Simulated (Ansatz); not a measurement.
`FB(F)C(F)(F)F` and `O=COC(F)(F)F` differ in one atom or group.

Ansatz, PBE0-D4/def2-TZVP geometries, multiplicity 1. Each molecule was computed in one conformer, which needn't be the lowest.

| property | `FB(F)C(F)(F)F` |
| --- | --- |
| HOMO energy (ωB97M-V/def2-TZVPP) / eV | -13.05 |
| HOMO–LUMO gap (PBE/def2-TZVPP) / eV | 6.59 |
| size of the dipole moment (ωB97M-V/def2-TZVPP) / D | 0.93 |
| HOMO energy (B3LYP/def2-TZVPP) / eV | -10.45 |
| size of the dipole moment (B3LYP/def2-TZVPP) / D | 0.90 |
| HOMO–LUMO gap (B3LYP/def2-TZVPP) / eV | 8.96 |

(1) What does the change do to each property? (Best estimate.)

## Answers

(1) Computed: 
```csv
property,`O=COC(F)(F)F`,shift
HOMO energy (ωB97M-V/def2-TZVPP) / eV,-11.74,1.31
HOMO–LUMO gap (PBE/def2-TZVPP) / eV,5.39,-1.20
size of the dipole moment (ωB97M-V/def2-TZVPP) / D,2.06,1.13
HOMO energy (B3LYP/def2-TZVPP) / eV,-9.05,1.40
size of the dipole moment (B3LYP/def2-TZVPP) / D,2.04,1.14
HOMO–LUMO gap (B3LYP/def2-TZVPP) / eV,7.73,-1.23
```

With PBE0 the HOMO rises by 1.37 eV and the LUMO rises by 0.18 eV, so the gap narrows by about 1.19 eV. PBE moves the HOMO by 1.26 eV and ωB97M-V by 1.31 eV. Dipoles are sizes alone; their direction can turn.

B3LYP here is the variant with VWN-RPA as its local correlation; programs differ in this.
